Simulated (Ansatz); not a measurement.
Mg2Zn2. Charge 0, multiplicity 5. Geometry PBE/def2-SVP; atoms count from 1.

```xyz
4

Mg    0.739   -1.896   -1.449
Mg    0.770    1.254   -0.487
Zn   -0.607   -0.872    0.434
Zn   -0.902    1.514    1.502
```

At PBE0/def2-TZVP a singlet of charge 0 lies 2.95 eV below the quintet, each at its own geometry. The structure comes from a short search, and lower isomers may exist.

Problem. Estimate the Mulliken populations from the PBE0/def2-TZVP orbitals of Ansatz.

Solution. 
```
atom  charge (e)  spin (α − β)  d electrons
 Mg1       -0.01          1.04            –
 Mg2        0.03          1.39            –
 Zn3        0.01          0.94        10.01
 Zn4       -0.04          0.62        10.01
```
Mulliken values depend strongly on the basis.

Problem. Where does the spin sit?

Solution. Summed by element: Mg 2.43, Zn 1.57, of 4 unpaired in all. Largest on single atoms: Mg2 1.39, Mg1 1.04, Zn3 0.94.

Problem. And the Mayer bond orders between heavy atoms (over 0.3)?

Solution. Mg1–Zn3 1.02 (2.53 Å); Mg2–Zn3 0.66 (2.70 Å); Mg2–Zn4 0.84 (2.61 Å); Zn3–Zn4 0.55 (2.63 Å); Mg1–Mg2 0.48 (3.29 Å).
